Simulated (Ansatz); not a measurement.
Two isomers of CH7ClGeSi: A = `C[SiH](Cl)[GeH3]`, B = `[SiH3][CH2][GeH2][Cl]`.

Isolated molecules relaxed with PBE0-D4/def2-TZVP in Ansatz; ΔE leaves out vibrations. CCSD(T)/CBS adds triple-zeta CCSD(T) − MP2 to the extrapolated MP2 energy (def2 sets, frozen cores). Functionals use def2-TZVPP. B3LYP here is the variant with VWN-RPA as its local correlation; programs differ in this. For Ge outer-core shells are correlated without core-valence functions, which leaves a few kJ/mol of doubt a bond. Scalar relativity is left out up to krypton. One conformer a species, not always the lowest.

Problem. Which isomer does CCSD(T)/CBS put lower? Give the gap. (Best estimate.)

Solution. The calculation gave: A, by 46.0 kJ/mol.

Problem. Give E(B) − E(A) in kJ/mol with CCSD(T)/def2-TZVPP, PBE0-D4, B3LYP-D4, B2PLYP, HF/def2-TZVPP, B3LYP, ωB97M-V. (Estimate.)

Solution. Ansatz gave: CCSD(T)/def2-TZVPP 40.8, PBE0-D4 54.4, B3LYP-D4 49.3, B2PLYP 45.8, HF/def2-TZVPP 34.0, B3LYP 50.7, ωB97M-V 46.5. None reverses the order clearly.

Largest T1 diagnostic: 0.011.

In def2-TZVPP, CCSD(T) changes the Hartree–Fock value by +6.8 kJ/mol (the triples alone add +0.3 kJ/mol) and MP2 by +4.6 kJ/mol. From PBE to PBE0 (25 % exact exchange), in def2-TZVPP and without D4, E(B) − E(A) moves by −3.6 kJ/mol.
